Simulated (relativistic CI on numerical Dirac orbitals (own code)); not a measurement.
La21+: q coefficients and field-shift factors

Computed by Dirac-Coulomb-Breit CI, separate exchange-only KLI orbitals for each configuration, derivatives by finite differences, unscaled Slater integrals, QED left out (own radial code, finite nucleus).

Configuration list (outside the closed core [Ar] 3d10): 4s2 4p6, 4s2 4p5 4d, 4s 4p6 4d, 4s2 4p5 4f, 4s 4p6 4f, 4p6 4d2, 4p5 4d3, 4p5 4d2 4f. Double excitations out of closed p, d and f shells are left out; levels of such configurations are missing from the list, as are those of other unlisted configurations, and high levels can miss mixing partners.

With x = (α/α₀)² − 1 an excitation energy changes as ω = ω₀ + qx; K = 2q/ω₀ is the relative enhancement. Terms are leading LS components, so labels can repeat. The field-shift factor is F = δν/δ⟨r²⟩ for the transition from the lowest level.

Lowest level 4s2 4p6 1S_0.

```
           Level  ω₀ (cm⁻¹)  q (cm⁻¹)  F (GHz/fm²)
4s2 4p5 4d 3P°_0     723623     13980          2.7
4s2 4p5 4d 3P°_1     739782     21530         2.68
4s2 4p5 4d 3F°_3     762467     17320         2.36
4s2 4p5 4d 3D°_2     767318     23960         2.65
4s2 4p5 4d 3F°_4     776914     47820         2.69
4s2 4p5 4d 1D°_2     791218     46680         2.82
4s2 4p5 4d 3D°_3     822074     47110         3.27
4s2 4p5 4d 3D°_1     874641     93470        0.437
4s2 4p5 4d 3F°_2     926043    200500        -5.74
4s2 4p5 4d 3D°_2     965118    231800        -4.88
4s2 4p5 4d 1F°_3     976378    234800        -5.24
4s2 4p5 4d 1P°_1    1092657    152700        -2.04
  4s 4p6 4d 3D_1    1446040    226100         -252
```

At this charge energies of transitions that change n are usually good to better than 1 %, and those within a shell (Δn = 0) to a few per cent.

**Question.** Which transition from the lowest level has the largest |K|?

**Answer.** 4s2 4p5 4d 1F°_3 at 976378 cm⁻¹, K = 0.481.
